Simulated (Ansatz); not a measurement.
Reaction (β-hydride elimination): `CC[Se][SiH3]` → `[SiH3][SeH]` + ethylene

Gas-phase electronic energies from Ansatz, PBE0-D4/def2-TZVP geometries. CBS: MP2 limit from def2 TZ/QZ plus the TZ coupled-cluster correction, frozen cores. This one scheme is used for every species. For Se outer-core shells are correlated without core-valence functions, which leaves a few kJ/mol of doubt a bond. Scalar relativity is left out up to krypton. One conformer a species, not always the lowest.

```json
{"species": "`CC[Se][SiH3]`", "CCSD(T)/CBS(def2) energy (Eh)": "-2770.72164"}
{"species": "`[SiH3][SeH]`", "CCSD(T)/CBS(def2) energy (Eh)": "-2692.20088"}
{"species": "`C=C`", "CCSD(T)/CBS(def2) energy (Eh)": "-78.48111"}
```

(1) Work out ΔE.

Largest T1 diagnostic among the species: 0.011.

Answers

(1) ΔE = (-2692.20088) + (-78.48111) − (-2770.72164) = 0.03965 Eh = +24.9 kcal/mol.

From r2SCAN to r2SCAN0 (25 % exact exchange), in def2-TZVPP and without D4, ΔE moves by +1.3 kcal/mol. Leaving LDA and LC-ωPBE aside and taking each functional with its dispersion term where it has one, the values, not all of them listed here, spread over 7.4 kcal/mol, from BLYP-D4 to PBE-QIDH. LDA lies +8.9 kcal/mol from PBE without D4. In def2-TZVPP, CCSD(T) changes the Hartree–Fock value by +7.4 kcal/mol (the triples alone add +0.7 kcal/mol) and MP2 by +11.0 kcal/mol.
